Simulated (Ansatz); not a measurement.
```yaml
crystal:
  periodic: [false, false, false]
  atoms:
    - {symbol: O, position_ang: [-0.347244, -1.117262, -0.296011]}
    - {symbol: W, position_ang: [0.103256, -0.218671, -0.161858]}
    - {symbol: O, position_ang: [0.967160, -0.283888, 0.392295]}
    - {symbol: O, position_ang: [-0.729847, 0.522650, 0.432113]}
    - {symbol: Cl, position_ang: [0.449887, 0.395968, -1.586464]}
    - {symbol: H, position_ang: [-0.507493, 0.889928, 0.900097]}
basis:
  gaussian: {orbitals: def2-SVP, final_grid: {core_spheres: 5, valence_spheres: 4, degree: 11}, nuclear_model: gaussian, point_charges: [{charge: 1.00, position_ang: [4.478, 0.176, -0.385]}]}
hamiltonian: {xc: {name: r2SCANh}}
```

```sh
$ ansatz run in.yaml --threads 4 --pin off --events-out ev --progress --plain --max-ram 10444MiB
```

It prints (some lines left out):

```
Functional definition: r2SCANh
989 factors; their error is unknown
mean field evaluation 1: about -20319.8329 eV, gradient 1.1e2 eV
mean field evaluation 2: about -20209.3106 eV, gradient 2.3e2 eV
mean field evaluation 4: about -20339.0667 eV, gradient 1.4e1 eV
mean field evaluation 8: about -20339.4286 eV, gradient 1.8e-1 eV
mean field evaluation 16: about -20339.4344 eV, gradient 1.5e-3 eV
mean field -20339.43441192 eV, -747.4604280744 hartree, gradient 1.7e-5 eV, S^2 0.000000; 0 other end points of the search recorded, 0 dependent functions left out
reference -20339.43442392 eV, -747.4604285151 hartree; 28, 28 occupied and 69, 69 virtual orbitals, 989 factors
Total energy: -20339.43442392 eV, -747.4604285151 hartree
```

In this input the geometry is squeezed to about two thirds of its size. The run converged. The result belongs to that input, not to the molecule as meant.
